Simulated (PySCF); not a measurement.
Cl$_{4}$Sb (SMILES [Cl][Sb+]([Cl])([Cl])[Cl]), charge +1, singlet, at a GFN2-xTB geometry (core potentials on Sb). Base run: DF-B3LYP/def2-SV(P) (PySCF).

Here is a job for PySCF.
```python
from pyscf import gto, scf, dft

mol = gto.M(
    atom='''
Sb   -0.000000   -0.000000    0.000000
Cl    1.847402   -0.639683   -1.202400
Cl    0.621222    0.488889    2.154745
Cl   -0.936032    1.859245   -0.966904
Cl   -1.532592   -1.708451    0.014559
''',
    basis='def2-sv(p)',
    ecp={'Sb': 'def2-sv(p)'},
    charge=1,
    spin=0,
    verbose=4,
)

mf = dft.RKS(mol)
mf.xc = 'b3lyp'
mf = mf.density_fit(auxbasis='def2-universal-jkfit')
mf.kernel()
mf.analyze()
```

Each row names what was changed in the base input (with any setting that the change needs).

| change | basis functions | E (Eh) | HOMO (eV) | HOMO-LUMO gap (eV) |
|---|---|---|---|---|
| base | 98 | -2080.37263 | -14.71 | 4.45 |
| basis = x2c-SVPall; relativity = spin-free X2C (without ecp={'Sb': 'def2-sv(p)'}; without mf = mf.density_fit(auxbasis='def2-universal-jkfit')) | 108 | -8325.91242 | -14.70 | 4.44 |
| basis = ANO-RCC-VDZP; relativity = spin-free X2C (without ecp={'Sb': 'def2-sv(p)'}; without mf = mf.density_fit(auxbasis='def2-universal-jkfit')) | 115 | -8327.19819 | -14.78 | 4.39 |
| basis = jorge-DZP-DKH; relativity = none (without ecp={'Sb': 'def2-sv(p)'}; without mf = mf.density_fit(auxbasis='def2-universal-jkfit')) | 144 | -8089.83553 | -14.91 | 4.63 |
| basis = x2c-SVPall; relativity = spin-free X2C; nucleus = Gaussian (with nucmod='G'; without ecp={'Sb': 'def2-sv(p)'}; without mf = mf.density_fit(auxbasis='def2-universal-jkfit')) | 108 | -8325.77038 | -14.70 | 4.44 |
| basis = ANO-RCC-VDZP; relativity = none (without ecp={'Sb': 'def2-sv(p)'}; without mf = mf.density_fit(auxbasis='def2-universal-jkfit')) | 115 | -7962.47746 | -14.86 | 6.19 |
| basis = jorge-DZP-DKH; relativity = spin-free X2C (without ecp={'Sb': 'def2-sv(p)'}; without mf = mf.density_fit(auxbasis='def2-universal-jkfit')) | 144 | -8319.64732 | -14.87 | 3.82 |
| basis = x2c-SVPall; relativity = none (without ecp={'Sb': 'def2-sv(p)'}; without mf = mf.density_fit(auxbasis='def2-universal-jkfit')) | 108 | -8004.13582 | -14.80 | 6.81 |
| basis = ANO-RCC-VDZP; relativity = spin-free X2C; nucleus = Gaussian (with nucmod='G'; without ecp={'Sb': 'def2-sv(p)'}; without mf = mf.density_fit(auxbasis='def2-universal-jkfit')) | 115 | -8327.00887 | -14.78 | 4.39 |
| basis = jorge-DZP-DKH; relativity = spin-free X2C; nucleus = Gaussian (with nucmod='G'; without ecp={'Sb': 'def2-sv(p)'}; without mf = mf.density_fit(auxbasis='def2-universal-jkfit')) | 144 | -8319.48560 | -14.87 | 3.82 |

Absolute energies of different levels of theory aren't comparable as measures of quality.

Basis sets contracted for a relativistic Hamiltonian are a mismatch without it, so the rows without relativity aren't non-relativistic limits. No row has spin-orbit coupling; sets with core potentials leave out the core electrons.
